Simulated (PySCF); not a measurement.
# Al⁺: excitation energy

Al⁺ [Ne] 3s2 (1S) → Al⁺ [Ne] 3p2 (3P), as a difference of total energies. All numbers are calculated (PySCF 2.14, no relativity, point nucleus, in def2-TZVPPD). Correlated levels: valence: [Ne] frozen. The calculations carry no spin-orbit coupling.

| method | excitation energy (eV) | error (eV) |
| --- | --- | --- |
| UHF | 10.687 | -0.993 |
| MP2 (valence) | 11.279 | -0.401 |
| SCS-MP2 (valence) | 11.539 | -0.141 |
| CCSD (valence) | 11.504 | -0.176 |

Reference: 11.680 eV (measured; NIST levels, between the centres of gravity of the two terms).

Errors of the correlated levels include the incompleteness of this basis and the frozen core.

With two correlated electrons CCSD is exact in that space.
